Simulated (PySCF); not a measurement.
SiFBr, SMILES F[Si]Br (connectivity only; charge and spin as stated), neutral, multiplicity 1.

Geometry optimised at ωB97X-D3(BJ)/def2-TZVP.

All values below come from ωB97X/def2-TZVPD (PySCF).

Symmetry labels are those of the subgroup Cs that the program uses (full group Cs).

Computed valence orbital energies around the gap with their symmetry:
```
orbital  symmetry  energy (eV)
-------  --------  -----------
HOMO−7         A'       -24.83
HOMO−6         A'       -18.28
HOMO−5         A'       -15.84
HOMO−4         A"       -15.76
HOMO−3         A'       -14.45
HOMO−2         A"       -11.51
HOMO−1         A'       -11.33
HOMO           A'       -10.08
LUMO           A"        -0.61
LUMO+1         A'         1.49
LUMO+2         A'         1.68
LUMO+3         A'         2.01
```
